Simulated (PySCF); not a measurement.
B3LYP has the VWN-RPA correlation part, as in Gaussian. 

```xyz
11

C     -1.3949     0.3283     0.2271
C     -0.2794    -0.2488    -0.6455
Ge     1.4981    -0.1486     0.2045
H     -1.4739    -0.2035     1.1777
H     -2.3653     0.2582    -0.2699
H     -1.2184     1.3816     0.4555
H     -0.2210     0.2811    -1.5986
H     -0.4755    -1.2971    -0.8805
H      1.4955    -0.9423     1.5267
H      2.5871    -0.7285    -0.7189
H      1.8476     1.3195     0.5219
```

Charge 0, multiplicity 1.

Problem. Give the Mulliken and meta-Löwdin atomic charges from B3LYP-D3(BJ)/def2-TZVP (PySCF 2.14.0).

Solution. 
| atom | Mulliken (e) | meta-Löwdin (e) |
|---|---|---|
| C1 | -0.33 | -0.32 |
| C2 | -0.29 | -0.37 |
| Ge3 | 0.16 | 0.36 |
| H4 | 0.11 | 0.11 |
| H5 | 0.11 | 0.11 |
| H6 | 0.11 | 0.11 |
| H7 | 0.11 | 0.11 |
| H8 | 0.11 | 0.11 |
| H9 | -0.03 | -0.07 |
| H10 | -0.03 | -0.07 |
| H11 | -0.03 | -0.07 |
